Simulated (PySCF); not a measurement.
C5H14OSi3.
Bonds: C1–C2 (double), C2–C3, C2–Si4, Si4–O5, O5–Si6, Si6–C7, C7–Si8, Si8–C9, Si6–C9. Hydrogens: H10, H11 on C1; H12, H13, H14 on C3; H15, H16 on Si4; H17 on Si6; H18, H19 on C7; H20, H21 on Si8; H22, H23 on C9.

NICS = −σ at a ghost point: NICS(0) at the centroid of the ring atoms, NICS(1) 1 Å to either side along the normal of their mean plane, zz for the tensor component along that normal. Level: GIAO PBE0/pcSseg-1 (PySCF, non-relativistic, gas phase) on the GFN2-xTB geometry, one conformer.

Ring bond lengths (Å), with Mayer bond orders in brackets: Si6–C7 1.915 (0.88), C7–Si8 1.917 (0.92), Si8–C9 1.918 (0.92), C9–Si6 1.914 (0.89).

Give the NICS values of each ring in ppm.

| ring | type | NICS(0) | NICS(1), two faces | NICS(1)zz, two faces | rms pucker (Å) | centre to ring atoms, mean (Å) |
| --- | --- | --- | --- | --- | --- | --- |
| Si6–C7–Si8–C9 | 4-membered ring with 2 Si; formal bonds all single | 0.9 | -1.8 / -0.6 | 3.3 / 3.9 | 0.06 | 1.35 |

What do they say, and how far can they be read as aromaticity?

- Si6–C7–Si8–C9: mean NICS(1)zz 3.6 ppm, deshielded. Si6, C7, Si8, C9 have four or more neighbours, so the value isn't read as a sign of a π ring current.

What field does 11.7 T along the ring normal induce along that normal at the first NICS(1) probe listed for ring Si6–C7–Si8–C9, 1 Å off the ring?

NICSzz × B0 = 3.3 ppm × 11.7 T = 39 μT, along the applied field.

List the ring angles and the Hirshfeld charges of the ring atoms.

- Si6–C7–Si8–C9: Si6 88.2° (+0.430 e), C7 91.3° (-0.265 e), Si8 88.1° (+0.340 e), C9 91.4° (-0.264 e); sum 359.0° against 360° for a flat convex ring.

The values belong to the conformer `[CH2:1]=[C:2]([CH3:3])[SiH2:4][O:5][SiH:6]1[CH2:7][SiH2:8][CH2:9]1`: C1–C2–Si4–O5 6°, C2–Si4–O5–Si6 78°, Si4–O5–Si6–C7 -33°.
